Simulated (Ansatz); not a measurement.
Steps of a relaxation of `[CH3][SnH2][SiH2]O` with RKS PBE0-D4/def2-TZVP.

```sh
$ ansatz run in.yaml --threads 4 --pin off --events-out ev --progress --plain --max-ram 10444MiB
```

```yaml
crystal:
  periodic: [false, false, false]
  atoms:
    - {symbol: C, position_ang: [-1.630632, 1.068177, 0.849131]}
    - {symbol: Sn, position_ang: [-0.642308, -0.812254, 0.371645]}
    - {symbol: Si, position_ang: [1.797103, -0.409442, -0.414396]}
    - {symbol: O, position_ang: [1.810467, 0.547690, -1.810895]}
    - {symbol: H, position_ang: [-1.145870, 1.533923, 1.728304]}
    - {symbol: H, position_ang: [-1.552961, 1.756021, -0.014058]}
    - {symbol: H, position_ang: [-2.697825, 0.883805, 1.076607]}
    - {symbol: H, position_ang: [-1.531270, -1.567501, -0.919450]}
    - {symbol: H, position_ang: [-0.733378, -1.868912, 1.745938]}
    - {symbol: H, position_ang: [2.568180, 0.379109, 0.605359]}
    - {symbol: H, position_ang: [2.508823, -1.728586, -0.620630]}
    - {symbol: H, position_ang: [1.326672, 0.162771, -2.563553]}
basis:
  gaussian: {orbitals: def2-TZVP}
hamiltonian: {xc: pbe0, dispersion: d4}
relax: {f_tol: 0.005, max_steps: 150}
```

Positions (Å) and forces (eV/Å) along the path, 11 of 12 steps:

```xyz
12
step=1 energy=-16919.3619 eV
C    -1.631    1.068    0.849   -0.051    0.120    0.051
Sn   -0.642   -0.812    0.372   -0.211    0.085    0.034
Si    1.797   -0.409   -0.414    0.139    0.375   -0.436
O     1.810    0.548   -1.811   -0.353   -0.895    0.197
H    -1.146    1.534    1.728   -0.242   -0.228   -0.441
H    -1.553    1.756   -0.014   -0.043   -0.336    0.428
H    -2.698    0.884    1.077    0.530    0.092   -0.116
H    -1.531   -1.568   -0.919    0.145    0.114    0.216
H    -0.733   -1.869    1.746    0.032    0.180   -0.238
H     2.568    0.379    0.605   -0.158   -0.149   -0.229
H     2.509   -1.729   -0.621   -0.166    0.328   -0.013
H     1.327    0.163   -2.564    0.378    0.315    0.548
12
step=2 energy=-16919.4076 eV
C    -1.611    1.049    0.845   -0.123    0.189    0.052
Sn   -0.647   -0.793    0.356   -0.008    0.067    0.014
Si    1.757   -0.398   -0.400    0.338    0.298   -0.487
O     1.815    0.527   -1.801   -0.178   -0.427    0.299
H    -1.123    1.509    1.710   -0.076   -0.054   -0.124
H    -1.550    1.735   -0.005   -0.024   -0.077    0.131
H    -2.663    0.862    1.083    0.139    0.061   -0.029
H    -1.518   -1.547   -0.898   -0.096   -0.073   -0.142
H    -0.711   -1.830    1.700   -0.001   -0.126    0.166
H     2.527    0.388    0.602   -0.053   -0.039   -0.027
H     2.458   -1.703   -0.610   -0.039    0.054    0.031
H     1.344    0.147   -2.549    0.120    0.127    0.116
12
step=3 energy=-16919.4200 eV
C    -1.626    1.054    0.849   -0.010    0.048    0.022
Sn   -0.650   -0.791    0.359    0.021   -0.004   -0.017
Si    1.774   -0.404   -0.411    0.060    0.213   -0.202
O     1.821    0.521   -1.799   -0.059   -0.237    0.204
H    -1.135    1.513    1.707    0.001    0.006    0.003
H    -1.571    1.739    0.004    0.005   -0.005   -0.005
H    -2.672    0.873    1.094    0.006   -0.018   -0.003
H    -1.526   -1.543   -0.908   -0.028   -0.025   -0.024
H    -0.706   -1.835    1.712   -0.011   -0.028    0.032
H     2.531    0.381    0.596    0.000   -0.013    0.006
H     2.475   -1.705   -0.619   -0.017   -0.003    0.016
H     1.362    0.141   -2.551    0.031    0.067   -0.032
12
step=4 energy=-16919.4224 eV
C    -1.633    1.055    0.860    0.002    0.031   -0.001
Sn   -0.651   -0.783    0.354    0.023    0.001   -0.011
Si    1.775   -0.402   -0.415    0.051    0.119   -0.178
O     1.843    0.492   -1.817   -0.005   -0.066    0.202
H    -1.141    1.509    1.719   -0.005    0.012    0.003
H    -1.582    1.744    0.016   -0.002    0.000    0.010
H    -2.679    0.868    1.105    0.013   -0.013   -0.003
H    -1.526   -1.533   -0.914   -0.035   -0.025   -0.032
H    -0.703   -1.836    1.702   -0.006   -0.026    0.031
H     2.529    0.391    0.589   -0.004    0.016   -0.003
H     2.476   -1.707   -0.590   -0.021   -0.030    0.015
H     1.369    0.146   -2.574   -0.012   -0.019   -0.032
12
step=5 energy=-16919.4223 eV rejected
C    -1.622    1.056    0.860   -0.042   -0.047   -0.010
Sn   -0.652   -0.791    0.348    0.036    0.041    0.016
Si    1.777   -0.388   -0.416   -0.049   -0.088    0.017
O     1.846    0.493   -1.815    0.003    0.035   -0.014
H    -1.134    1.518    1.718    0.021   -0.024    0.008
H    -1.583    1.746    0.017    0.002   -0.006   -0.015
H    -2.663    0.854    1.108   -0.027    0.037    0.012
H    -1.543   -1.543   -0.916    0.018    0.026    0.021
H    -0.712   -1.848    1.698    0.005    0.021   -0.023
H     2.530    0.410    0.584   -0.006   -0.002    0.001
H     2.453   -1.709   -0.577    0.038    0.012    0.002
H     1.379    0.146   -2.575    0.001   -0.006   -0.014
12
step=6 energy=-16919.4239 eV
C    -1.631    1.055    0.861    0.008   -0.001   -0.003
Sn   -0.649   -0.784    0.350   -0.009   -0.008    0.003
Si    1.778   -0.398   -0.419   -0.012   -0.006    0.022
O     1.843    0.493   -1.813   -0.003    0.007   -0.029
H    -1.135    1.512    1.717   -0.002    0.006    0.001
H    -1.586    1.743    0.016   -0.002    0.006    0.004
H    -2.674    0.864    1.112    0.004   -0.005   -0.001
H    -1.537   -1.535   -0.914    0.001    0.000   -0.001
H    -0.706   -1.840    1.699    0.001   -0.001    0.000
H     2.526    0.401    0.584    0.002   -0.002    0.002
H     2.468   -1.710   -0.583    0.003    0.002   -0.001
H     1.382    0.145   -2.577    0.010    0.002    0.004
12
step=7 energy=-16919.4241 eV
C    -1.630    1.055    0.865    0.000   -0.001    0.000
Sn   -0.654   -0.786    0.349    0.015    0.009   -0.006
Si    1.773   -0.394   -0.419    0.001   -0.008    0.004
O     1.840    0.493   -1.816    0.001    0.001   -0.001
H    -1.132    1.513    1.720   -0.001   -0.007    0.002
H    -1.590    1.746    0.022   -0.002   -0.006   -0.003
H    -2.672    0.862    1.119   -0.004    0.007    0.004
H    -1.541   -1.532   -0.918   -0.004    0.001    0.003
H    -0.706   -1.844    1.696   -0.004    0.000    0.000
H     2.518    0.407    0.584   -0.002    0.005    0.002
H     2.468   -1.705   -0.579    0.000    0.001   -0.003
H     1.404    0.130   -2.588    0.001   -0.001   -0.001
12
step=9 energy=-16919.4242 eV
C    -1.631    1.055    0.869    0.000    0.000    0.000
Sn   -0.655   -0.783    0.345    0.000    0.000   -0.001
Si    1.773   -0.392   -0.420   -0.001    0.001    0.002
O     1.843    0.488   -1.821    0.001   -0.001   -0.001
H    -1.129    1.511    1.722    0.001    0.000    0.000
H    -1.595    1.746    0.027   -0.001    0.000    0.001
H    -2.672    0.861    1.129    0.000    0.000    0.000
H    -1.545   -1.525   -0.922   -0.001    0.000    0.000
H    -0.710   -1.847    1.689    0.000    0.000   -0.001
H     2.513    0.417    0.582    0.000    0.000    0.000
H     2.472   -1.702   -0.572    0.001    0.000    0.000
H     1.414    0.117   -2.594    0.001    0.000    0.000
12
step=10 energy=-16919.4242 eV
C    -1.631    1.055    0.877   -0.006    0.000    0.002
Sn   -0.658   -0.781    0.338    0.009    0.002    0.000
Si    1.772   -0.388   -0.420   -0.002    0.000   -0.003
O     1.847    0.476   -1.831   -0.004   -0.004   -0.006
H    -1.122    1.508    1.727    0.000    0.000   -0.002
H    -1.604    1.748    0.036    0.000    0.000    0.003
H    -2.669    0.860    1.146    0.003    0.001   -0.001
H    -1.549   -1.513   -0.935   -0.002   -0.001   -0.001
H    -0.713   -1.854    1.674   -0.003   -0.001    0.001
H     2.502    0.436    0.577   -0.001   -0.001   -0.001
H     2.476   -1.697   -0.552    0.002    0.000    0.000
H     1.426    0.094   -2.602    0.004    0.003    0.009
12
step=11 energy=-16919.4242 eV
C    -1.632    1.055    0.879   -0.004   -0.001    0.001
Sn   -0.658   -0.780    0.336    0.003   -0.002   -0.002
Si    1.772   -0.387   -0.421    0.002    0.002    0.005
O     1.849    0.471   -1.835   -0.004   -0.003   -0.007
H    -1.120    1.507    1.729    0.000    0.001   -0.002
H    -1.607    1.750    0.040    0.001    0.000    0.002
H    -2.669    0.859    1.151    0.003    0.000   -0.001
H    -1.549   -1.508   -0.939   -0.002    0.000    0.000
H    -0.715   -1.856    1.669   -0.001    0.000    0.000
H     2.498    0.442    0.575    0.001   -0.001   -0.002
H     2.479   -1.695   -0.546   -0.001    0.000    0.000
H     1.429    0.087   -2.605    0.003    0.002    0.007
12
step=12 energy=-16919.4242 eV
C    -1.632    1.055    0.880   -0.004   -0.001    0.001
Sn   -0.658   -0.779    0.335    0.001    0.000    0.001
Si    1.772   -0.387   -0.420    0.001   -0.001    0.004
O     1.850    0.470   -1.835   -0.001    0.000   -0.004
H    -1.120    1.507    1.729    0.000    0.001   -0.002
H    -1.608    1.750    0.041    0.001    0.000    0.002
H    -2.669    0.858    1.151    0.003    0.000   -0.001
H    -1.549   -1.506   -0.940    0.000    0.001    0.000
H    -0.716   -1.856    1.668    0.000    0.000   -0.001
H     2.499    0.444    0.574    0.000   -0.001   -0.002
H     2.480   -1.695   -0.543    0.000    0.001    0.000
H     1.428    0.085   -2.605    0.001    0.000    0.003
```

It took 42 s on 4 threads of an Arm Neoverse V1 on a shared host, with 0.53 GiB of host memory at the peak.
